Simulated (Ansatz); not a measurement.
Reaction (substitution at a C–Al bond): `[CH3][Al]([CH3])[N]=C=O` + H₂Se → `C[SeH]` + `[CH3][AlH][N]=C=O`

Computed with Ansatz on PBE0-D4/def2-TZVP structures; ΔE is electronic, products minus reactants. CCSD(T)/CBS adds triple-zeta CCSD(T) − MP2 to the extrapolated MP2 energy (def2 sets, frozen cores). Functionals use def2-TZVPP. B3LYP here is the variant with VWN-RPA as its local correlation; programs differ in this. HSE06 is defined as in plane-wave codes. For Se outer-core shells are correlated without core-valence functions, which leaves a few kJ/mol of doubt a bond. Scalar relativity is left out up to krypton. One conformer a species, not always the lowest.

**Question.** Is it downhill or uphill in electronic energy at CCSD(T)/CBS, and by how much? (Best estimate.)

**Answer.** The calculation gave: Uphill: ΔE = +13.0 kcal/mol.

**Question.** What do these levels give: PBE0-D4, CAM-B3LYP-D4, ωB97X-V, PBE, r2SCAN, B3LYP, HSE06, RPA@PBE/def2-TZVPP, MP2/def2-SVP, CCSD/def2-TZVPP, HF/CBS(def2), CCSD/CBS(def2)? (Estimate.)

**Answer.** Ansatz gave: PBE0-D4 13.0, CAM-B3LYP-D4 13.1, ωB97X-V 12.3, PBE 12.7, r2SCAN 13.6, B3LYP 12.4, HSE06 12.8, RPA@PBE/def2-TZVPP 11.2, MP2/def2-SVP 13.3, CCSD/def2-TZVPP 12.4, HF/CBS(def2) 10.7, CCSD/CBS(def2) 12.9 kcal/mol.

Largest T1 diagnostic among the species: 0.015.

Leaving LDA and LC-ωPBE aside and taking each functional with its dispersion term where it has one, the values, not all of them listed here, spread over 2.0 kcal/mol, from B97M-V to r2SCAN-D4. LDA lies +1.5 kcal/mol from PBE without D4. In def2-TZVPP, CCSD(T) changes the Hartree–Fock value by +1.8 kcal/mol (the triples alone add +0.1 kcal/mol) and MP2 by +1.7 kcal/mol.
